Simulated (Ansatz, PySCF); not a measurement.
Process, species as SMILES: CCCC=O + H+ → CCCC=[OH+]
Geometries: B3LYP-D3(BJ)/def2-TZVP minima from Ansatz (a quantum-chemistry and plane-wave program), one conformer each, not searched for the lowest. Frequencies are from Ansatz or PySCF.

Property: proton affinity (enthalpy at 298 K, with B3LYP-D3(BJ) rigid-rotor harmonic-oscillator terms), positive where the reaction releases energy, in kcal/mol. Valence correlation only, unless marked. Spin-orbit coupling is left out. Non-relativistic. Basis-set limits of correlation are two-point, X^-3; Hartree-Fock from the larger set. The bracket is a focal-point correction in the basis named.

| level | program | proton affinity (kcal/mol) |
|---|---|---|
| PBE-D4/def2-TZVPD | Ansatz + dftd4 | 189.6 |
| BLYP-D3(BJ)/def2-TZVPD | Ansatz + dftd3 | 189.6 |
| BLYP/def2-TZVPD | Ansatz | 189.0 |
| r2SCAN-D3(BJ)/def2-TZVPD | Ansatz + dftd3 | 191.4 |
| PBE0/6-31G* | Ansatz | 189.8 |
| PBE0/def2-TZVPD | Ansatz | 191.4 |
| CAM-B3LYP-D4/def2-TZVPD | Ansatz + dftd4 | 188.3 |
| LC-wPBE-D3(BJ)/def2-TZVPD | Ansatz + dftd3 | 191.3 |
| LC-wPBE/def2-TZVPD | Ansatz | 191.0 |
| wB97X-V/def2-TZVPD | Ansatz | 190.6 |
| B2GP-PLYP-D4/def2-TZVPD | Ansatz + dftd4 | 187.9 |
| MP2/cc-pVDZ | Ansatz | 188.4 |
| SCS-MP2/6-31G* | Ansatz | 185.1 |
| CCSD(T)/6-31G* | Ansatz | 186.4 |
| RI-MP2/CBS(cc-pVTZ,cc-pVQZ)+[CCSD(T)-MP2]/cc-pVTZ | Ansatz | 188.7 |
